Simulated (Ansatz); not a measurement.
Consider the germylene formation by 1,1-elimination: `[OH][GeH2][SH]` → `[OH][GeH]` + H₂S.

Gas-phase electronic energies from Ansatz, PBE0-D4/def2-TZVP geometries. CBS: MP2 limit from def2 TZ/QZ plus the TZ coupled-cluster correction, frozen cores. This one scheme is used for every species. Functionals use def2-TZVPP. For Ge outer-core shells are correlated without core-valence functions, which leaves a few kJ/mol of doubt a bond. Scalar relativity is left out up to krypton. One conformer a species, not always the lowest.

`[OH][GeH2][SH]`:

```xyz
7

O    -0.140    0.985   -1.243
Ge    0.355    0.331    0.334
S    -0.286   -1.783    0.546
H     0.117    0.413   -1.970
H     1.886    0.290    0.468
H    -0.336    1.252    1.342
H    -1.596   -1.487    0.523
```

`[OH][GeH]`:

Cartesian coordinates in Å:
```
O -0.355 0.714 -0.270
Ge 0.049 -0.895 0.403
H -1.296 0.897 -0.204
H 1.603 -0.716 0.072
```

H₂S:

Z-matrix (Å, degrees):
```
S
H 1 1.341
H 1 1.341 2 92.3
```

CCSD(T)/CBS gives +155.4 kJ/mol.

**Question.** Another level gave +158.5 kJ/mol. Which?
A. ωB97M-V/def2-TZVPP
B. BHLYP-D4/def2-TZVPP
C. SCS-MP2/def2-TZVPP
D. PBE/def2-TZVPP

**Answer.** B. BHLYP-D4 158.5, SCS-MP2/def2-TZVPP 164.1, PBE 142.2, ωB97M-V 148.7 kJ/mol.

Largest T1 diagnostic among the species: 0.016.

The D4 term adds +11.0 kJ/mol with B3LYP and +5.9 kJ/mol with PBE0; it sums over pairs of atoms, weighted by their polarisabilities, and B3LYP, whose exchange is more repulsive, gets the larger term. From BLYP to BHLYP (50 % exact exchange), in def2-TZVPP and without D4, ΔE moves by +40.2 kJ/mol.

B3LYP here is the variant with VWN-RPA as its local correlation; programs differ in this.
